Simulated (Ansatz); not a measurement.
The inner images of a band of FGe2H5 + H2O (11 atoms, charge 0, multiplicity 1) are given out of order.

These are results of RKS PBE0/def2-SVP (Ansatz), not measurements.

Initial state:

```xyz
11
Properties=species:S:1:pos:R:3
Ge -0.138 0.226 -0.210
F 0.016 0.084 1.556
H 1.295 0.445 -0.723
H -0.977 1.508 -0.383
Ge -1.237 -1.791 -0.978
H -1.963 -2.436 0.214
H -2.299 -1.411 -2.034
H -0.240 -2.772 -1.605
O 1.040 -2.359 1.107
H 0.630 -3.149 1.473
H 0.725 -1.635 1.672
```

Final state:

```xyz
11
Properties=species:S:1:pos:R:3
Ge 0.281 -0.220 -0.280
F -0.845 -1.846 2.093
H 1.286 0.125 -1.401
H -0.224 1.061 0.398
Ge -1.457 -1.774 -0.957
H -2.729 -1.570 -0.130
H -1.774 -1.551 -2.452
H -0.916 -3.203 -0.787
O 1.266 -1.020 1.039
H 1.904 -1.656 0.695
H 0.058 -1.637 1.870
```

Problem. Put them in order from the first end to the last, with their energies above the first end.
A.
```xyz
11
Properties=species:S:1:pos:R:3
Ge 0.246 -0.258 -0.270
F -0.760 -1.583 2.137
H 1.186 0.131 -1.431
H -0.274 0.989 0.452
Ge -1.481 -1.832 -0.944
H -2.788 -1.619 -0.172
H -1.753 -1.639 -2.452
H -0.973 -3.268 -0.731
O 1.344 -1.025 0.981
H 1.941 -1.690 0.618
H 0.162 -1.497 1.899
```
B.
```xyz
11
Properties=species:S:1:pos:R:3
Ge 0.102 -0.317 -0.162
F -0.560 -1.257 1.858
H 1.078 -0.032 -1.319
H -0.376 1.023 0.423
Ge -1.594 -1.912 -0.903
H -2.930 -1.759 -0.158
H -1.851 -1.765 -2.422
H -1.043 -3.327 -0.657
O 1.490 -0.960 1.009
H 2.033 -1.684 0.672
H 0.501 -1.302 1.744
```
C.
```xyz
11
Properties=species:S:1:pos:R:3
Ge 0.202 -0.309 -0.229
F -0.653 -1.363 2.023
H 1.144 0.015 -1.399
H -0.300 0.983 0.434
Ge -1.545 -1.873 -0.917
H -2.880 -1.671 -0.185
H -1.794 -1.701 -2.434
H -1.053 -3.311 -0.683
O 1.426 -0.997 0.986
H 1.995 -1.698 0.647
H 0.308 -1.365 1.845
```
D.
```xyz
11
Properties=species:S:1:pos:R:3
Ge -0.289 0.063 -0.038
F -0.198 -0.258 1.705
H 1.138 0.286 -0.552
H -1.092 1.379 -0.090
Ge -1.529 -1.783 -0.993
H -2.941 -1.797 -0.381
H -1.653 -1.594 -2.516
H -0.840 -3.126 -0.705
O 1.680 -2.003 0.962
H 1.404 -2.920 1.051
H 1.171 -1.539 1.644
```
E.
```xyz
11
Properties=species:S:1:pos:R:3
Ge 0.018 -0.324 -0.065
F -0.652 -1.220 1.693
H 1.116 -0.068 -1.155
H -0.367 1.054 0.482
Ge -1.617 -1.859 -0.976
H -2.963 -1.712 -0.256
H -1.810 -1.670 -2.496
H -1.072 -3.281 -0.741
O 1.508 -1.049 1.133
H 2.010 -1.785 0.761
H 0.681 -1.375 1.708
```

Solution. D (+6.9 kJ/mol), E (+88.8 kJ/mol), B (+64.7 kJ/mol), C (+29.9 kJ/mol), A (+16.9 kJ/mol).

The run took 6.2 min on 4 threads of Arm Neoverse V1, on a shared host, peak memory 0.38 GiB.
